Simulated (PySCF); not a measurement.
PySCF input:

```python
from pyscf import gto, scf, dft

mol = gto.M(
    atom='''
    Si    0.07692471   -0.29651948    0.07415714
    O    -1.14494246   -0.67405817   -0.93635132
    C    -2.46076880   -0.97429942   -0.49570202
    O    -0.25938318    0.99862030    1.00648611
    C    -0.58974881    2.27227817    0.47423575
    O     1.32867427   -0.03218350   -0.93572985
    C     2.62425992    0.34520618   -0.49442446
    O     0.38011787   -1.46601772    1.18060030
    H    -2.88398207   -0.15094522    0.08663928
    H    -3.08063372   -1.13787745   -1.37673798
    H    -2.47573301   -1.87742705    0.12056277
    H    -1.49365944    2.22495658   -0.13959593
    H    -0.76582326    2.95001470    1.30903394
    H     0.22341138    2.67051642   -0.13916453
    H     3.24586711    0.50377567   -1.37514851
    H     3.07617935   -0.43677060    0.12195763
    H     2.59345635    1.27038612    0.08801543
    H     0.60578549   -2.33535327    0.84154031
    ''',
    basis='def2-tzvpd',
    charge=0,
    spin=0,
    verbose=4,
)

mf = dft.RKS(mol, xc='tpssh').density_fit(auxbasis='def2-universal-jkfit')
mf.grids.level = 3
mf.conv_tol = 1e-9
mf.max_cycle = 100
mf.max_memory = 1500
mf.kernel()
if not mf.converged:
    mf = mf.newton()
    mf.kernel(mf.make_rdm1())
mf.analyze()
```

**Question.** Which total energy does the run end on?

**Answer.** -711.11039 Eh (TPSSh/def2-TZVPD).
